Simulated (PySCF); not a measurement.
## C₆ coefficients of unlike pairs at UHF

Calculated with PySCF 2.14 from the dipole response of each species, C₆(A,B) = (3/π) ∫ α_A(iu) α_B(iu) du, in atomic units, from isotropic polarisabilities. For ions this is the dispersion term alone; charge-induced terms of lower order in 1/R come first.

| species | configuration | basis | relativity | α (bohr³) | C₆ (like pair) |
| --- | --- | --- | --- | --- | --- |
| V⁺ | [Ar] 3d4 (5D) | aug-cc-pwCVTZ-DK (10s9p7d4f3g) | spin-free X2C | 11.71 | 43.09 |
| B²⁺ | [He] 2s1 (2S) | x2c-QZVPPall with one added diffuse shell each of s, p, d, f type (8s5p4d3f1g) | spin-free X2C | 7.917 | 11.11 |
| Ir | [Xe] 4f14 5d7 6s2 (4F) | aug-cc-pVTZ-PP with ECP60MDF (6s6p5d3f2g) | core potential | 64.24 | 710.2 |
| Si⁺ | [Ne] 3s2 3p1 (2P) | aug-cc-pV(Q+d)Z (7s6p5d3f2g) | none | 19.56 | 105.1 |

(1) Estimate C₆ for Si⁺ with B²⁺.

No spin-orbit coupling is included.

The other pairs:

| pair | C₆ |
| --- | --- |
| Si⁺, Ir | 269.3 |
| Ir, B²⁺ | 88.39 |
| Si⁺, V⁺ | 65.26 |
| Ir, V⁺ | 167.8 |
| B²⁺, V⁺ | 20.37 |

## Answers

(1) The integral gives 33.49. The combination rule 2 C_A C_B / (C_A α_B/α_A + C_B α_A/α_B) gives 33.37 and the geometric mean 34.17.
